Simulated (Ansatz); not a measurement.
Ga3N3 (the lowest singlet isomer of a short search). Charge 0, multiplicity 1. Geometry B3LYP-D4/def2-SVP, basis def2-TZVP, Ansatz.

Cartesian coordinates in Å:
```
Ga 0.681 1.332 -0.143
Ga -1.038 -0.424 -1.000
Ga 0.358 -0.908 1.143
N -0.483 1.228 -1.545
N -0.920 -1.802 0.193
N 1.403 0.574 1.353
```

```csv
run,HOMO (eV),LUMO (eV)
A,-5.74,-4.86
B,-6.87,-4.05
C,-5.97,-4.73
D,-8.19,-3.24
```

The structure comes from a short search, and lower isomers may exist.

Q: The runs used CAM-B3LYP, PBE, PBE0, r2SCAN. Estimate which is which.

A: A PBE (0 % exact exchange); B PBE0 (25 % exact exchange); C r2SCAN (0 % exact exchange); D CAM-B3LYP (range-separated). Exact exchange lowers occupied and raises empty levels; among semilocal functionals meta-GGAs tend to open the gap a little, and such runs are hard to tell apart. The gap grows from 0.88 eV (PBE) to 4.95 eV (CAM-B3LYP).
